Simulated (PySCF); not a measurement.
PySCF input (MN15/def2-TZVPD):

```python
from pyscf import gto, scf, dft

mol = gto.M(
    atom='''
    Si    0.03858894    1.07081038    0.72376411
    H    -0.40589420    2.33326445    0.05968674
    Si   -0.00464664   -0.97687689   -0.56564405
    H     0.89622569   -0.58553979   -1.66984495
    H    -1.44007183   -1.01126025   -0.91542632
    H     0.47454813   -2.05153326    0.31190368
    ''',
    basis='def2-tzvpd',
    charge=1,
    spin=1,
    verbose=4,
)

mf = dft.UKS(mol, xc='mn15').density_fit(auxbasis='def2-universal-jkfit')
mf.grids.level = 4
mf.conv_tol = 1e-9
mf.max_cycle = 100
mf.max_memory = 1500
mf.kernel()
if not mf.converged:
    mf = mf.newton()
    mf.kernel(mf.make_rdm1())
for _ in range(2):
    mo, _, stable, _ = mf.stability(return_status=True)
    if stable:
        break
    mf.kernel(mf.make_rdm1(mo, mf.mo_occ))
mf.analyze()
```

End of the output:

```
Extra cycle  E= -580.785953590028  delta_E= -7.28e-12  |g|= 1.36e-06  |ddm|= 6.35e-06
converged SCF energy = -580.785953590028  <S^2> = 0.7533082  2S+1 = 2.0033055
uhf_internal: lowest eigs of H = [0.09043377 0.21962626 0.25299223]
<class 'pyscf.df.df_jk.DFUKS'> wavefunction is stable in the internal stability analysis
**** SCF Summaries ****
Total Energy =                        -580.785953590027702
Nuclear Repulsion Energy =              73.328501273166651
One-electron Energy =                 -942.801018299739098
Two-electron Energy =                  288.686563436544645
Two-electron Coulomb Energy =          331.440918189538877
DFT Exchange-Correlation Energy =      -42.754354752994246
HOMO-LUMO gap [eV] =                     4.165230041158055
**** MO energy ****
                             alpha | beta                alpha | beta
MO #1   energy= -65.5580139273201  | -65.5552206560203  occ= 1 | 1
MO #2   energy= -65.4789821558334  | -65.4784133611057  occ= 1 | 1
MO #3   energy= -5.44905946961579  | -5.44646455942834  occ= 1 | 1
MO #4   energy= -5.37702331826668  | -5.37659762031589  occ= 1 | 1
MO #5   energy= -3.9782397346155   | -3.97654034900031  occ= 1 | 1
MO #6   energy= -3.97080050779141  | -3.96365789497328  occ= 1 | 1
MO #7   energy= -3.96269884797322  | -3.96228837954627  occ= 1 | 1
MO #8   energy= -3.90286077245426  | -3.9014060647898   occ= 1 | 1
MO #9   energy= -3.89664543360814  | -3.89651270586891  occ= 1 | 1
MO #10  energy= -3.89613605755865  | -3.89589281805722  occ= 1 | 1
MO #11  energy= -0.816690485871819 | -0.804863569830299 occ= 1 | 1
MO #12  energy= -0.743449184619337 | -0.726028501137929 occ= 1 | 1
MO #13  energy= -0.603167056420549 | -0.599814422229277 occ= 1 | 1
MO #14  energy= -0.603161184928086 | -0.598123866992638 occ= 1 | 1
MO #15  energy= -0.579060579460132 | -0.563702351420263 occ= 1 | 1
MO #16  energy= -0.486704747941847 | -0.333635365952386 occ= 1 | 0
MO #17  energy= -0.337326489102102 | -0.32027980426237  occ= 0 | 0
MO #18  energy= -0.194860301215808 | -0.184318371196195 occ= 0 | 0
MO #19  energy= -0.166515455631552 | -0.142280278758401 occ= 0 | 0
MO #20  energy= -0.146159785204107 | -0.132775662992721 occ= 0 | 0
MO #21  energy= -0.135096999172927 | -0.127744495271532 occ= 0 | 0
MO #22  energy= -0.124088306086469 | -0.111807347932485 occ= 0 | 0
MO #23  energy= -0.0801520503387219 | -0.0617716411520881 occ= 0 | 0
MO #24  energy= -0.0767469127670295 | -0.0525581789700249 occ= 0 | 0
MO #25  energy= -0.0464065437387995 | -0.036219012422853 occ= 0 | 0
MO #26  energy= -0.0385917633672535 | -0.0233535326001222 occ= 0 | 0
MO #27  energy= -0.0347589771867865 | -0.0144997174560373 occ= 0 | 0
MO #28  energy= -0.0212132877901343 | -0.00871879895041581 occ= 0 | 0
MO #29  energy= -0.00971420565212672 | -0.00703205956777092 occ= 0 | 0
MO #30  energy= -0.00884643980433841 | 0.0022967649470638 occ= 0 | 0
MO #31  energy= -0.000656597174105805 | 0.0112881826226765 occ= 0 | 0
MO #32  energy= 0.00619707412592231 | 0.0158766778214802 occ= 0 | 0
MO #33  energy= 0.0509837013956425 | 0.0600577054491663 occ= 0 | 0
MO #34  energy= 0.0656829872729238 | 0.0671880391703198 occ= 0 | 0
MO #35  energy= 0.0743651447284961 | 0.0762203344558617 occ= 0 | 0
MO #36  energy= 0.0789777400289105 | 0.0835468195309434 occ= 0 | 0
MO #37  energy= 0.0909199573807271 | 0.096105001615383  occ= 0 | 0
MO #38  energy= 0.105310568205214  | 0.110706920132948  occ= 0 | 0
MO #39  energy= 0.109691075005032  | 0.117759255779577  occ= 0 | 0
MO #40  energy= 0.117088225643629  | 0.124331995527287  occ= 0 | 0
MO #41  energy= 0.120712132232834  | 0.125455375286323  occ= 0 | 0
MO #42  energy= 0.140480833158065  | 0.150200106886572  occ= 0 | 0
MO #43  energy= 0.141374205666338  | 0.153910255189489  occ= 0 | 0
MO #44  energy= 0.150952084780153  | 0.169463797988624  occ= 0 | 0
MO #45  energy= 0.15906533791934   | 0.172873513486975  occ= 0 | 0
MO #46  energy= 0.172766620371464  | 0.179892888139547  occ= 0 | 0
MO #47  energy= 0.178605327019033  | 0.191087362777713  occ= 0 | 0
MO #48  energy= 0.192492593554073  | 0.206379725250309  occ= 0 | 0
MO #49  energy= 0.19973873814182   | 0.211659225004047  occ= 0 | 0
MO #50  energy= 0.205626199984123  | 0.213583882013346  occ= 0 | 0
MO #51  energy= 0.234997300085073  | 0.254785455914574  occ= 0 | 0
MO #52  energy= 0.259422367356169  | 0.267956215698879  occ= 0 | 0
MO #53  energy= 0.260716001321164  | 0.268020177800113  occ= 0 | 0
MO #54  energy= 0.264314148724276  | 0.280613071660815  occ= 0 | 0
MO #55  energy= 0.287216955748824  | 0.293477363467065  occ= 0 | 0
MO #56  energy= 0.294866670981478  | 0.303412167203845  occ= 0 | 0
MO #57  energy= 0.298892369885513  | 0.306388421165107  occ= 0 | 0
MO #58  energy= 0.316128916023783  | 0.318735469745294  occ= 0 | 0
MO #59  energy= 0.316567345211736  | 0.33531693380626   occ= 0 | 0
MO #60  energy= 0.347000205280173  | 0.350633606449714  occ= 0 | 0
MO #61  energy= 0.3574528002577    | 0.361213656193467  occ= 0 | 0
MO #62  energy= 0.361859416827866  | 0.374471628536156  occ= 0 | 0
MO #63  energy= 0.398604622329296  | 0.404518180942883  occ= 0 | 0
MO #64  energy= 0.436857030631275  | 0.442713405911604  occ= 0 | 0
MO #65  energy= 0.471983285277188  | 0.491496687232932  occ= 0 | 0
MO #66  energy= 0.48727958838677   | 0.503368267063919  occ= 0 | 0
MO #67  energy= 0.533455372345387  | 0.545345786530246  occ= 0 | 0
MO #68  energy= 0.548164522119457  | 0.558217435281277  occ= 0 | 0
MO #69  energy= 0.714640101105635  | 0.737455808859572  occ= 0 | 0
MO #70  energy= 0.725143005550187  | 0.77288086416972   occ= 0 | 0
MO #71  energy= 0.753960715740689  | 0.790788475034325  occ= 0 | 0
MO #72  energy= 0.760838421950011  | 0.791014988218232  occ= 0 | 0
MO #73  energy= 0.773890042666046  | 0.796545536868675  occ= 0 | 0
MO #74  energy= 0.781650013855521  | 0.832222496986953  occ= 0 | 0
MO #75  energy= 0.795599380439333  | 0.843349021597106  occ= 0 | 0
MO #76  energy= 0.814477870255757  | 0.874014210301721  occ= 0 | 0
MO #77  energy= 0.837740238995702  | 0.875197523433284  occ= 0 | 0
MO #78  energy= 0.869281296682994  | 0.893395538261851  occ= 0 | 0
MO #79  energy= 0.881976640030349  | 0.896820920365215  occ= 0 | 0
MO #80  energy= 0.889154650526614  | 0.916584046201023  occ= 0 | 0
MO #81  energy= 0.900001561461438  | 0.922309234140696  occ= 0 | 0
MO #82  energy= 0.904880534572098  | 0.926184137271736  occ= 0 | 0
MO #83  energy= 0.918483040627205  | 0.955653845173117  occ= 0 | 0
MO #84  energy= 0.938190428288136  | 0.957294441838545  occ= 0 | 0
MO #85  energy= 0.967616626464537  | 0.99263497578997   occ= 0 | 0
MO #86  energy= 0.993891589473776  | 1.01237638381745   occ= 0 | 0
MO #87  energy= 1.00210358006375   | 1.02512785411575   occ= 0 | 0
MO #88  energy= 1.00897452706943   | 1.06271856873252   occ= 0 | 0
MO #89  energy= 1.04276299126307   | 1.06397384344125   occ= 0 | 0
MO #90  energy= 1.04378465482408   | 1.12423961686422   occ= 0 | 0
MO #91  energy= 1.16331551229362   | 1.17488402277288   occ= 0 | 0
MO #92  energy= 1.20435256034154   | 1.24005438750608   occ= 0 | 0
MO #93  energy= 1.2847285564508    | 1.29912387861175   occ= 0 | 0
MO #94  energy= 1.29367566490537   | 1.30646376187178   occ= 0 | 0
MO #95  energy= 1.30041164047633   | 1.34880026179996   occ= 0 | 0
MO #96  energy= 1.32510574007265   | 1.3533629486246    occ= 0 | 0
MO #97  energy= 1.33338664887148   | 1.38051489837373   occ= 0 | 0
MO #98  energy= 1.60668535196243   | 1.60589895738685   occ= 0 | 0
MO #99  energy= 1.62376798787917   | 1.62244678527536   occ= 0 | 0
MO #100 energy= 1.66597682393315   | 1.65878179082805   occ= 0 | 0
MO #101 energy= 1.67381074784715   | 1.71365805253055   occ= 0 | 0
MO #102 energy= 1.7230561711332    | 1.76426970353024   occ= 0 | 0
MO #103 energy= 1.77176331449099   | 1.78764905063232   occ= 0 | 0
MO #104 energy= 1.81286530384199   | 1.82437253510129   occ= 0 | 0
[...]
```
